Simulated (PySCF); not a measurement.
Shieldings and the share of exact exchange

Molecule: `C[NH][AlH2-][O+](C)C`, C$_{3}$H$_{12}$AlNO.

Numbering as in the mapped SMILES `[CH3:1][NH:2][AlH2-:3][O+:4]([CH3:5])[CH3:6]`. Each H is labelled by its parent atom.

GIAO shieldings (ppm, equivalent atoms averaged) in PySCF 2.14.0 with density-fitted response routines on the PBE0-D3(BJ)/def2-SVP geometry, basis pcSseg-1, gas phase, non-relativistic:

```tsv
functional	exact exchange (%)	σ(C5/C6)	σ(C1)	σ(N2)	σ(Al3)
BLYP	0	112.6	138.0	214.3	402.5
BP86	0	117.1	142.8	219.8	403.4
PBE	0	117.7	143.3	218.7	402.6
B3LYP	20	117.7	143.5	225.7	413.2
mPW1PW91	25	122.7	148.5	231.6	418.3
BHandHLYP	50	124.5	150.2	238.4	430.2
HF	100	135.4	159.8	254.1	462.8
```

(1) Fit each shielding as a line in the percentage of exact exchange.

(2) What does the line predict for PBE0 (25 %), and what does the run give?

Answers

(1) σ(C5/C6) = 115.7 + 0.19 x (rms 1.9 ppm); σ(C1) = 141.5 + 0.18 x (rms 1.9 ppm); σ(N2) = 218.7 + 0.37 x (rms 2.3 ppm); σ(Al3) = 402.5 + 0.59 x (rms 1.1 ppm). The functionals also differ in their semilocal parts, which the line can't hold; Hartree–Fock has no correlation at all.

(2) σ(C5/C6): 120.5 predicted, 123.6 computed; σ(C1): 146.0 predicted, 149.4 computed; σ(N2): 227.9 predicted, 232.1 computed; σ(Al3): 417.2 predicted, 417.4 computed ppm.
